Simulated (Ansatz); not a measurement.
Coupled-cluster diagnostics for MgB₆, Ansatz.

Geometry of the singlet (PBE0-D4/def2-SVP):

Cartesian coordinates in Å:
```
Mg -1.4847 0.7864 0.1380
B -1.3632 -1.3617 0.7339
B 1.6345 1.6196 -0.9981
B 0.9506 0.3538 -0.3693
B -0.1964 -2.2165 1.1577
B 0.3227 -0.9614 0.3701
B 0.1364 1.7797 -1.0323
```

Correlated methods freeze 7 core orbitals; core or outer-core shells of Mg are correlated, in sets that lack core-valence functions. Another isomer (singlet) lies 1.91 eV lower at PBE0-D4/def2-TZVP; other spin states weren't run for this one.

(1) Estimate the CCSD(T) correlation energy, the shares of MP2 and (T), T1 and the reference's ⟨S²⟩ for: charge 0, singlet, own geometry in def2-TZVPP; and the rough time on 4 threads of Intel Xeon on a shared host.

Results:

(1) 
```tsv
state	basis	correlation (eV)	MP2 share (%)	(T) share (%)	T1	⟨S²⟩ (pure)	wall time	remarks
charge 0, singlet, own geometry	def2-TZVPP	-24.340	88.3	8.9	0.101	0.00 (0.00)	2.2 min	large T1, restricted SCF unstable
```
Customary marks for T1 are 0.02 (closed shells), 0.045 (open shells) and about 0.05 (3d metals). T1 exceeds 0.02 in 1 of 1 rows and 0.045 in 1; the higher it lies, the less the single-reference result can be trusted.
